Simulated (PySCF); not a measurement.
C5H6O2. Atoms are numbered in the order given.

```xyz
13

C      2.2888    -0.7265    -0.7332
C      1.3539    -0.6448     0.0362
C      0.2011    -0.5647     0.8799
C     -1.1578    -0.4879     0.1872
O     -1.1652    -0.3403    -1.1877
C     -0.6439     0.7140     0.9084
O     -0.2913     1.7974     0.1567
H      3.1412    -0.7817    -1.3846
H      0.2428    -1.1455     1.8071
H     -1.9787    -1.0862     0.6005
H     -0.4728    -0.9021    -1.5640
H     -1.0697     0.9747     1.8826
H     -0.4634     1.5433    -0.7647
```

The structure is a stationary point at PBE0-D3(BJ)/def2-SVP. The structure was generated by enumeration; whether it is a known compound was not checked. Other conformers were not sampled.

All values below come from TDDFT-PBE/def2-SVPD (PySCF 2.14.0).

Vertical excitations. Gas-phase values at a fixed geometry.

```csv
state,energy (eV),λ (nm),f,main pairs
S1,5.20,238,0.001,HOMO→LUMO 100 %
S2,5.51,225,0.003,"HOMO→LUMO+2 79 %, HOMO→LUMO+1 20 %"
S3,5.72,217,0.058,"HOMO→LUMO+1 67 %, HOMO→LUMO+2 18 %"
S4,6.14,202,0.010,"HOMO−1→LUMO 60 %, HOMO−1→LUMO+1 24 %"
S5,6.26,198,0.004,HOMO→LUMO+3 87 %
S6,6.32,196,0.023,"HOMO−1→LUMO+2 45 %, HOMO−1→LUMO+1 41 %"
S7,6.55,189,0.015,"HOMO−2→LUMO 46 %, HOMO−1→LUMO+2 29 %, HOMO−1→LUMO+1 15 %"
S8,6.63,187,0.007,HOMO→LUMO+4 90 %
S9,6.67,186,0.043,"HOMO−2→LUMO+1 43 %, HOMO−2→LUMO 24 %, HOMO−1→LUMO+2 10 %, HOMO→LUMO+4 7 %"
S10,6.82,182,0.003,HOMO→LUMO+5 97 %
T1,4.94,251,0,HOMO→LUMO+1 70 %
T2,5.03,247,0,HOMO→LUMO 95 %
T3,5.38,231,0,"HOMO−1→LUMO 37 %, HOMO→LUMO+2 24 %, HOMO→LUMO+1 22 %, HOMO−1→LUMO+2 6 %"
T4,5.44,228,0,"HOMO→LUMO+2 64 %, HOMO−1→LUMO 22 %"
```
Triplets are in the Tamm–Dancoff approximation, which puts them higher than full response would, so one can lie above its singlet here.
